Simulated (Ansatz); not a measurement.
Stepwise reaction of `F[Si](F)([SiH3])Cl` with hydrogen, as a gas-phase model of exchange steps in deposition or etching. ΔE in kJ/mol; ΔG adds harmonic PBE0-D4 terms to CCSD(T)/CBS, at 1 bar.

Calculated with Ansatz (gas phase, PBE0-D4/def2-TZVP geometries, no zero-point term in ΔE). CBS: MP2 limit from def2 TZ/QZ plus the TZ coupled-cluster correction, frozen cores. This one scheme is used for every species. Functionals use def2-TZVPP. B3LYP here is the variant with VWN-RPA as its local correlation; programs differ in this.

```
step                                              reaction  PBE-D4  B3LYP-D4  ωB97M-V  CCSD(T)/CBS  ΔG(600 K)
   1  `F[Si](F)([SiH3])Cl` + H₂ → `F[SiH]([SiH3])Cl` + H–F   128.0     135.8    136.3        131.5      127.8
```

**Question.** Give the row of step 2, `F[SiH]([SiH3])Cl` + H₂ → `[SiH3][SiH2]Cl` + H–F. (Best estimate.)

**Answer.** Ansatz gave: 
```csv
step,reaction,PBE-D4,B3LYP-D4,ωB97M-V,CCSD(T)/CBS,ΔG(600 K)
2,`F[SiH]([SiH3])Cl` + H₂ → `[SiH3][SiH2]Cl` + H–F,110.2,118.1,117.7,113.1,109.9
```

**Question.** By hand: ΔE of the 2 steps together at CCSD(T)/CBS.

**Answer.** (131.5) + (113.1) = 244.6 kJ/mol, or 122.3 kJ/mol a step.

In ΔE each step is lower than the one before. All are uphill at CCSD(T)/CBS. ΔG lies between 109.9 and 127.8 kJ/mol a step. PBE-D4 differs from CCSD(T)/CBS by -3.5 to -2.9 kJ/mol a step. Isolated molecules leave out the surface, adducts and barriers. Largest T1 diagnostic: 0.012.
